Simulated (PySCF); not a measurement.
SMILES [SiH2](CS)O[SiH3] (CH8OSSi2) at its GFN2-xTB optimised geometry (Å):

```
13

Si     2.4703    -0.7787    -0.0808
O      0.9576    -0.1913     0.0000
Si    -0.6556    -0.1913     0.0000
C     -1.1953     1.6303     0.0000
S     -3.0169     1.7455     0.0225
H      3.2133    -0.0129     0.9150
H      2.9256    -0.5395    -1.4472
H      2.4159    -2.2044     0.2347
H     -1.1111    -0.8367     1.2338
H     -1.1478    -0.8674    -1.1962
H     -0.8145     2.2044     0.8437
H     -0.9011     2.1454    -0.9123
H     -3.2133     1.0041     1.1107
```

Calculation: PBE/def2-TZVP run with PySCF. Cells within 0.4 Å of a nucleus heavier than hydrogen are left out (blank, or x).

Map of the electrostatic potential (hartree/e), clipped to [-0.08, 0.12] on the plane z = 0.0 Å:

```
|11111111111122222222222222222|
|11111111111122222222222222222|
|11111111111222222222222222222|
|11100000111222222222222222222|
|11000000111222222222222222222|
|11000000112222222222222222222|
|11000123223333222222222222222|
|11113999966764322222222222222|
|11149999999999422222222222222|
|112799xx999x99532122222222222|
|113899xx99xx99632112222222222|
|11259999999999841112333222222|
|11236999999999985335765322222|
|11112356699999999999999632222|
|111111136999xx99xx99999953222|
|111111125999xx99xx99999984322|
|11111112499999999999xx9995322|
|11111112359999997999999995332|
|11111112235799854799999974332|
|11111111223455443489999753322|
|11111111122233333359997433222|
|11111111122222222237994222222|
|11111111122222222223332222222|
|11111111122222222222222222222|
|11111111122222222222222222222|
|11111111122222222222222222222|
|11111111122222222222222222222|
|11111111222222222222222222222|
|11111111222222222222222222222|
```
Scale: ten equal steps from -0.030 (start of '0') to 0.120 (end of '9'), in the order '0123456789'; x runs from -5.50 to 5.50, y from -5.50 (bottom) to 5.50 (top).
